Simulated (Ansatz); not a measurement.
H9NSi3, charge +1, doublet, geometry from GFN2-xTB (a state made from the parent by changing its charge; the spin is typed, not shown lowest). Base run: PBE0/STO-3G (Ansatz, a quantum-chemistry and plane-wave program).

Ansatz was given this input:
Ansatz 0.2 input:
```yaml
crystal:
  periodic: [false, false, false]
  atoms:
    - {symbol: Si, position_ang: [0.27110912, 1.68440832, 0.47136613]}
    - {symbol: N, position_ang: [-0.00944047, -0.00368159, -0.00591325]}
    - {symbol: Si, position_ang: [-1.64180238, -0.53915315, -0.45935453]}
    - {symbol: Si, position_ang: [1.34223354, -1.15653572, -0.03014888]}
    - {symbol: H, position_ang: [-1.01450413, 2.36433936, 0.41121065]}
    - {symbol: H, position_ang: [0.85738604, 1.56453262, 1.81003307]}
    - {symbol: H, position_ang: [1.26892506, 2.14419502, -0.50048565]}
    - {symbol: H, position_ang: [-1.99110681, 0.35218201, -1.57048559]}
    - {symbol: H, position_ang: [-1.54843332, -1.95154456, -0.79918500]}
    - {symbol: H, position_ang: [-2.43916738, -0.23163465, 0.73250835]}
    - {symbol: H, position_ang: [0.90430539, -2.20346445, 0.89924723]}
    - {symbol: H, position_ang: [1.34352183, -1.64697891, -1.41209643]}
    - {symbol: H, position_ang: [2.53413955, -0.42529458, 0.37402480]}
basis:
  gaussian:
    orbitals: STO-3G
hamiltonian:
  xc: pbe0
total_charge: 1
magnetization: {spin_polarized: true, initial_magnetization: 1}
```

Each row names what was changed in the base input (with any setting that the change needs).

```csv
change,ΔE vs base (mEh)
base,0.000
"point_charge = charge:0.5 position_ang:-4.9501, 2.6453, -0.0535",46.930
fitting.mean_field = def2-universal-JKFIT,-2.203
lower_state_search = off,0.000
"final_grid = 4, 8, 17",0.267
"final_grid = 6, 12, 29",0.006
"point_charge = charge:-1.0 position_ang:0.7482, -3.4561, 4.3455",-93.126
nuclear_model = gaussian,0.341
"final_grid = 10, 20, 41",0.001
"point_charge = charge:1.0 position_ang:-1.6448, 3.1191, -4.3653",90.116
lower_state_search = full,0.000
```
